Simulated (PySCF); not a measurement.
## Excitation energy of Be by level of theory

Be [He] 2s2 (1S) → Be [He] 2s1 2p1 (3P), as a difference of total energies. All numbers are calculated (PySCF 2.14, the non-relativistic Hamiltonian (point nucleus), in dyall-acv3z (15s9p4d2f, 76 functions)). Correlated levels: valence: 1s2 frozen; virtual orbitals above 40 to 60 times the deepest correlated orbital energy dropped. The calculations carry no spin-orbit coupling.

Problem. Order these methods by the excitation energy they give, lowest first.
A. MP2 (valence)
B. UHF
C. SCS-MP2 (valence)
D. CCSD (valence)

Solution. B (1.615 eV), A (2.333 eV), C (2.543 eV), D (2.733 eV).

Errors of the correlated levels include the incompleteness of this basis and the frozen core.

With two correlated electrons CCSD is exact in that space.

For comparison: 2.725 eV (measured; NIST levels, between the centres of gravity of the two terms).
